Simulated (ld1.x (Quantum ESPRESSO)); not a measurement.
chromium (Cr), TM: configuration errors across variants

ld1.x (Quantum ESPRESSO) 7.5 input, shortened:

```
&input
   title='Cr', zed=24., rel=1, dft='PBESOL', iswitch=3,
   config='[Ar] 3d5.5 4s0.5 4p0 4f-2'
 /
 &inputp
   pseudotype=2, tm=.true., lloc=-1, rcloc=1.05,
   nlcc=.false.
 /
4
3S  1  0   2.00   0.00  1.45  1.45  0.0
3P  2  1   6.00   0.00  1.05  1.05  0.0
3D  3  2   5.50   0.00  2.25  2.25  0.0
4F  4  3  -2.00   0.10  2.15  2.15  0.0
 &test
   configts(1)='3s2 3p6 3d5.5 4s0.5 4p0'
 /
```

Occupied shells without a wave of their own: 4s. They enter only through the test configuration that unscreens the potential.

All-electron excitation energies from the reference (eV): (1) 3s2 3p6 3d5 4s1 4p0 -0.723; (2) 3s2 3p6 3d5 4s0 4p0 6.150; (3) 3s2 3p6 3d4 4s0 4p0 22.164; (4) 3s2 3p6 3d4 4s2 4p0 -0.817; (5) 3s2 3p6 3d4 4s1 4p1 2.813; (6) 3s2 3p6 3d5 4s0.5 4p0 1.984; (7) 3s2 3p6 3d3 4s0 4p0 52.869.

For the base: The 4s level has no wave, so the channel is fitted at the deeper level alone: the likely source of the large errors.

On the changes marked as counting shells twice: ld1.x takes every shell without a wave as core, so the model core holds the marked electrons as well and exchange and correlation see them twice. This cancels in the reference configuration, but the file is broken for other ones, and its errors say nothing about a proper core correction.

2 further variants failed, have other tests or too few solved ones, and are left out.

The file “all radii scaled by about 1.14 (s 1.66, p 1.20, d 2.58, f 2.46 bohr); local potential all-electron potential smoothed inside 1.20 bohr (lloc = -1)” misses its own reference levels by 0.3 eV.

Errors AE − PS in meV (a dash: test not solved or not reliable):

```tsv
change	(1)	(2)	(3)	(4)	(5)	(6)	(7)	bound ghosts
base	+147	-194	-313	+646	+282	-0.4	-152	none
wave 4f channel at 0.1 Ry: rc 2.15 bohr becomes 4f channel at 1.12 Ry: rc 2.15 bohr	+147	-194	-313	+646	+282	-0.4	-152	none
core correction a·sin(br)/r model core inside 0.74 bohr (4s counted twice)	+145	-276	-517	+624	+258	-14	-455	none
wave 3d (bound): rc 2.25 bohr becomes 3d (bound): rc 2.90 bohr	+159	-203	-241	+829	+448	+0.7	+628	none
wave 3s (bound): rc 1.45 bohr becomes 3s (bound): rc 1.34 bohr	+110	-144	-232	+503	+227	-0.4	-32	none
all radii scaled by about 1.14 (s 1.66, p 1.20, d 2.58, f 2.46 bohr); local potential all-electron potential smoothed inside 1.20 bohr (lloc = -1)	+162	-211	-315	+753	+339	-0.4	+107	none
wave 4f channel at 0.1 Ry: rc 2.15 bohr becomes 4f channel at 0.1 Ry: rc 2.18 bohr	+147	-194	-313	+646	+282	-0.4	-152	none
local potential the p channel	+127	-167	-267	+564	+252	-0.5	-82	none
```

Problem. Give the same row for: local potential all-electron potential smoothed inside 1.96 bohr (lloc = -1).

Solution. +44, -57, -106, +240, +21, -0.9, +118; bound ghosts: none.
